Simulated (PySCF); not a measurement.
**Mo²⁺: ionisation energy**

Mo²⁺ [Kr] 4d4 (5D) → Mo³⁺ [Kr] 4d3 (4F), as a difference of total energies. Computed with PySCF 2.14 in x2c-SVPall (6s5p5d1f, 53 functions), with scalar relativity by spin-free X2C-1e. Correlated levels: valence: [Kr] frozen. The calculations carry no spin-orbit coupling.

| method | ionisation energy (eV) |
| --- | --- |
| UHF | 26.092 |
| M06-L | 26.747 |
| B3LYP | 27.289 |
| MP2 (valence) | 26.516 |
| SCS-MP2 (valence) | 26.233 |

Q: How much does correlation contribute at MP2 (valence)?

A: 26.516 − (26.092) = 0.424 eV, measured against UHF.

The reference lies between the lowest fine-structure levels, while these numbers refer to the centres of the terms.

Errors of the correlated levels include the incompleteness of this basis and the frozen core.

For comparison: 27.13 ± 0.12 eV (semi-empirical (NIST evaluation); NIST Atomic Spectra Database, ionization energies).
